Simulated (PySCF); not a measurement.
SMILES C#C[SiH2]CC (C₄H₈Si), GFN2-xTB optimised geometry.

```
13

C      2.46     1.23     2.48
C      2.11     0.63     1.50
Si     1.54    -0.29     0.00
C     -0.37    -0.29     0.00
C     -0.96     1.11     0.00
H      2.77     1.76     3.34
H      2.05     0.41    -1.19
H      2.04    -1.67     0.07
H     -0.74    -0.83     0.87
H     -0.73    -0.83    -0.87
H     -0.65     1.67    -0.88
H     -2.05     1.07     0.00
H     -0.64     1.66     0.88
```

Density from CAM-B3LYP/def2-TZVP (PySCF 2.14.0) at that geometry.

Minimum of the electron density along straight lines between bonded atoms, close to the bond critical point (lines longer than 1.1 times the sum of covalent radii, or with two minima, are not listed):

```json
[
 {"bond": "C1–C2", "length / Å": "1.202", "ρ at the minimum / e bohr⁻³": "0.428", "∇²ρ there / e bohr⁻⁵": "-1.32", "position (fraction from the first atom)": "0.52"},
 {"bond": "C2–Si3", "length / Å": "1.852", "ρ at the minimum / e bohr⁻³": "0.115", "∇²ρ there / e bohr⁻⁵": "0.28", "position (fraction from the first atom)": "0.61"},
 {"bond": "Si3–C4", "length / Å": "1.905", "ρ at the minimum / e bohr⁻³": "0.120", "∇²ρ there / e bohr⁻⁵": "0.12", "position (fraction from the first atom)": "0.39"},
 {"bond": "C4–C5", "length / Å": "1.525", "ρ at the minimum / e bohr⁻³": "0.244", "∇²ρ there / e bohr⁻⁵": "-0.60", "position (fraction from the first atom)": "0.50"},
 {"bond": "C1–H6", "length / Å": "1.053", "ρ at the minimum / e bohr⁻³": "0.299", "∇²ρ there / e bohr⁻⁵": "-1.16", "position (fraction from the first atom)": "0.66"},
 {"bond": "Si3–H7", "length / Å": "1.469", "ρ at the minimum / e bohr⁻³": "0.126", "∇²ρ there / e bohr⁻⁵": "0.16", "position (fraction from the first atom)": "0.49"},
 {"bond": "Si3–H8", "length / Å": "1.468", "ρ at the minimum / e bohr⁻³": "0.126", "∇²ρ there / e bohr⁻⁵": "0.16", "position (fraction from the first atom)": "0.49"},
 {"bond": "C4–H9", "length / Å": "1.092", "ρ at the minimum / e bohr⁻³": "0.275", "∇²ρ there / e bohr⁻⁵": "-0.93", "position (fraction from the first atom)": "0.64"},
 {"bond": "C4–H10", "length / Å": "1.092", "ρ at the minimum / e bohr⁻³": "0.275", "∇²ρ there / e bohr⁻⁵": "-0.92", "position (fraction from the first atom)": "0.64"},
 {"bond": "C5–H11", "length / Å": "1.088", "ρ at the minimum / e bohr⁻³": "0.280", "∇²ρ there / e bohr⁻⁵": "-0.97", "position (fraction from the first atom)": "0.64"},
 {"bond": "C5–H12", "length / Å": "1.089", "ρ at the minimum / e bohr⁻³": "0.280", "∇²ρ there / e bohr⁻⁵": "-0.96", "position (fraction from the first atom)": "0.64"},
 {"bond": "C5–H13", "length / Å": "1.088", "ρ at the minimum / e bohr⁻³": "0.281", "∇²ρ there / e bohr⁻⁵": "-0.97", "position (fraction from the first atom)": "0.64"}
]
```
